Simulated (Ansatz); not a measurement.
Be₄F₆⁺, relaxed as a doublet with UKS r2SCAN-D4/def2-SVP in Ansatz, starting from the GFN1-xTB geometry. Force threshold 0.02 eV/Å.

The relaxation made no stability test and no search for a lower SCF solution. The structure comes from a short search, and lower isomers may exist.

Start:

```xyz
10

Be   -1.444    2.111   -0.828
Be    0.242   -0.546   -1.488
Be   -0.580    0.972    0.794
Be    0.978   -1.322    1.189
F     0.204   -0.650   -2.860
F    -0.544    0.721   -0.784
F    -1.408    2.208    0.687
F     0.846   -1.277   -0.333
F     1.559   -2.208    2.065
F     0.148   -0.010    1.559
```

Problem. Estimate the energy that the relaxation releases and the steps that it takes.

Solution. 1.11 eV, in 19 steps; 27 s on 4 threads of Intel Xeon 6975P-C on a shared host. The force fell under the threshold at step 16, but the optimiser went on. No frequencies were taken in this run, so the end may be a saddle point.

Problem. Does the start keep its bonding?

Solution. Bonds lost: Be1–F6 (atoms count from 1). Metal–metal contacts that move far: Be1–Be3 2.16 to 3.07 Å. The end is the same structure that another start reached.

Problem. Predict the relaxed structure.

Solution. 
Cartesian coordinates in Å:
```
Be -2.210 3.444 0.691
Be 0.504 -0.959 -1.679
Be -0.575 0.896 0.175
Be 0.924 -1.265 1.237
F 0.663 -1.354 -3.002
F -0.331 0.368 -1.204
F -1.398 2.178 0.430
F 0.962 -1.499 -0.297
F 1.433 -1.915 2.355
F 0.027 0.106 1.294
```
Bond lengths (bridged metal pairs left out): 10 × Be–F 1.39 to 1.64 Å.
